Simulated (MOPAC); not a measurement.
MOPAC input (AM1):

```
AM1 1SCF CHARGE=1 GEO-OK AUX(PRECISION=9) THREADS=1
CH7BNO2

C    -1.89828500 1   -0.15724400 1   -0.08918600 1
N    -0.62675300 1   -0.49168100 1    0.66325700 1
B     0.63957400 1    0.08852100 1   -0.02593600 1
O     0.93011100 1    1.31983300 1    0.39931600 1
O     1.16384200 1   -0.75478800 1   -0.91776200 1
H    -2.74480900 1   -0.58755700 1    0.43840400 1
H    -1.99147200 1    0.92423100 1   -0.13522600 1
H    -1.82232800 1   -0.57710800 1   -1.08835400 1
H    -0.69831200 1   -0.12373400 1    1.61374900 1
H    -0.54242900 1   -1.50737500 1    0.73534200 1
H     1.68379700 1    1.79742300 1    0.03323000 1
H     1.94303500 1   -0.50360800 1   -1.42758500 1
```

From the output:

```
                                                       MOPAC v23.2.5 Linux

          FINAL HEAT OF FORMATION =        -16.60914 KCAL/MOL =     -69.49265 KJ/MOL

          COSMO AREA              =        114.35 SQUARE ANGSTROMS
          COSMO VOLUME            =         98.75 CUBIC ANGSTROMS

          IONIZATION POTENTIAL    =         17.822086 EV
          HOMO LUMO ENERGIES (EV) =        -17.822 -4.673
          NO. OF FILLED LEVELS    =         15
          MOLECULAR WEIGHT        =         75.8818         POINT GROUP:  Cs

          MOLECULAR DIMENSIONS (Angstroms)

            Atom       Atom       Distance
            H    11    H     6     5.04627
            H    12    H     7     3.29911
            H     9    H     8     2.68406

          SCF CALCULATIONS        =          1

   ATOM   CHEMICAL          X               Y               Z
  NUMBER   SYMBOL      (ANGSTROMS)     (ANGSTROMS)     (ANGSTROMS)

     1       C         -1.89828500  *  -0.15724400  *  -0.08918600  *
     2       N         -0.62675300  *  -0.49168100  *   0.66325700  *
     3       B          0.63957400  *   0.08852100  *  -0.02593600  *
     4       O          0.93011100  *   1.31983300  *   0.39931600  *
     5       O          1.16384200  *  -0.75478800  *  -0.91776200  *
     6       H         -2.74480900  *  -0.58755700  *   0.43840400  *
     7       H         -1.99147200  *   0.92423100  *  -0.13522600  *
     8       H         -1.82232800  *  -0.57710800  *  -1.08835400  *
     9       H         -0.69831200  *  -0.12373400  *   1.61374900  *
    10       H         -0.54242900  *  -1.50737500  *   0.73534200  *
    11       H          1.68379700  *   1.79742300  *   0.03323000  *
    12       H          1.94303500  *  -0.50360800  *  -1.42758500  *

                             CARTESIAN COORDINATES

   1    C       -1.898285000    -0.157244000    -0.089186000
   2    N       -0.626753000    -0.491681000     0.663257000
   3    B        0.639574000     0.088521000    -0.025936000
   4    O        0.930111000     1.319833000     0.399316000
   5    O        1.163842000    -0.754788000    -0.917762000
   6    H       -2.744809000    -0.587557000     0.438404000
   7    H       -1.991472000     0.924231000    -0.135226000
   8    H       -1.822328000    -0.577108000    -1.088354000
   9    H       -0.698312000    -0.123734000     1.613749000
  10    H       -0.542429000    -1.507375000     0.735342000
  11    H        1.683797000     1.797423000     0.033230000
  12    H        1.943035000    -0.503608000    -1.427585000

           Empirical Formula: C H7 N O2 B  =    12 atoms

      MOLECULAR POINT GROUP   :   Cs

                  EIGENVALUES
 -44.31036 -42.40734 -42.24231 -32.59112 -27.62707 -25.70930 -23.28117 -22.80907
 -22.00183 -20.92247 -19.96637 -18.64255 -18.52396 -18.44312 -17.82209  -4.67289
  -2.91673  -2.63613  -1.67296  -1.29289  -1.16338  -0.81273  -0.58162  -0.31911
   0.10878   0.70778   3.20016

              NET ATOMIC CHARGES AND DIPOLE CONTRIBUTIONS

  ATOM NO.   TYPE          CHARGE      No. of ELECS.   s-Pop       p-Pop
    1          C          -0.147507        4.1475     1.24467     2.90284
    2          N          -0.089054        5.0891     1.46255     3.62650
    3          B           0.314072        2.6859     1.07023     1.61570
    4          O          -0.313417        6.3134     1.82008     4.49334
    5          O          -0.313417        6.3134     1.82008     4.49334
    6          H           0.140993        0.8590     0.85901
    7          H           0.142199        0.8578     0.85780
    8          H           0.142199        0.8578     0.85780
    9          H           0.255769        0.7442     0.74423
   10          H           0.255770        0.7442     0.74423
   11          H           0.306197        0.6938     0.69380
   12          H           0.306197        0.6938     0.69380
 DIPOLE           X         Y         Z       TOTAL
 POINT-CHG.    -1.521    -0.698     0.829     1.868
 HYBRID         0.809     0.110    -0.029     0.816
 SUM           -0.713    -0.588     0.799     1.222

          ATOMIC ORBITAL ELECTRON POPULATIONS

     Atom    s        px        py        pz
    1  C   1.24467   0.82260   1.07564   1.00460
    2  N   1.46255   1.21209   1.20695   1.20746
    3  B   1.07023   0.52811   0.58769   0.49990
    4  O   1.82008   1.52044   1.32064   1.65225
    5  O   1.82008   1.47675   1.50929   1.50730
    6  H   0.85901
    7  H   0.85780
    8  H   0.85780
    9  H   0.74423
   10  H   0.74423
   11  H   0.69380
   12  H   0.69380

 **********************
 *                    *
 * JOB ENDED NORMALLY *
 *                    *
 **********************

 == MOPAC DONE ==
```

The dipole moment of an ion depends on the origin.

The geometry given is a B3LYP-D3(BJ)/def2-TZVP minimum.
